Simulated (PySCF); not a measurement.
A structure optimised at PBE-D3(BJ)/def2-TZVP, used in a PySCF frequency run:

```
Ti
H 1 1.7110
H 1 1.7110 2 111.56
H 1 1.7201 2 113.19 3 129.05
S 1 2.2438 2 106.52 3 -115.85
H 5 1.3747 1 76.86 2 -120.40
```
Charge 0, spin multiplicity 1.

**Question.** Write its SMILES, formula and point group.

**Answer.** [SH][TiH3], H4STi, Cs

**Question.** What are its rotational constants (standard atomic weights)?

**Answer.** 50.719, 4.7059, 4.6243 GHz
